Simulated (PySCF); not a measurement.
Input for PySCF: R-HF/STO-3G on ClGeH3O (SMILES [OH][GeH2][Cl]), a point of a torsion scan.

```python
from pyscf import gto, scf, dft, mp
from pyscf.data.elements import chemcore

mol = gto.M(
    atom='''
    O     1.27318649    0.06741673   -0.43865915
    Ge   -0.39633501   -0.17116668   -0.02901555
    Cl   -0.66342534    0.52770753    1.93464833
    H     1.85052982    0.45820502    0.21366317
    H    -0.66795239   -1.64944670   -0.11466859
    H    -1.21230481    0.63701462   -1.00237600
    ''',
    basis='sto-3g',
    charge=0, spin=0, verbose=3, max_memory=1800)
mf = scf.RHF(mol)
mf.conv_tol = 1e-8
mf.max_cycle = 100
mf.kernel()
if not mf.converged:
    mf = mf.newton().run(mf.mo_coeff, mf.mo_occ)
```

Task: Give the final energy of this run.

Result: -2581.9875 hartree.
